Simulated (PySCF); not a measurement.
## How methods differ on the excitation energy of Bi

Bi [Xe] 4f14 5d10 6s2 6p3 (4S) → Bi [Xe] 4f14 5d10 6s1 6p4 (4P), as a difference of total energies. Calculation: PySCF 2.14, in x2c-TZVPPall (11s7p6d3f, 83 functions); scalar relativity by spin-free X2C-1e. Correlated levels: valence: [Xe] 4f14 5d10 frozen. The calculations carry no spin-orbit coupling.

| method | excitation energy (eV) |
| --- | --- |
| UHF | 9.311 |
| MP2 (valence) | 9.228 |
| SCS-MP2 (valence) | 9.206 |
| CCSD (valence) | 8.727 |
| CCSD(T) (valence) | 8.586 |

How much does correlation contribute at CCSD(T) (valence)?

8.586 − (9.311) = -0.725 eV, measured against UHF.

Spin-orbit coupling is strong in these open shells (close to jj coupling). The scalar numbers leave it out and a first-order estimate fails, so it can dominate the gap to the real levels.

The upper state lies above the first ionisation limit, where it may autoionise and the basis confines it.

The coupled-cluster amplitudes are large for the upper state (T1 above 0.03 or a double amplitude above 0.15), so a single reference is strained.
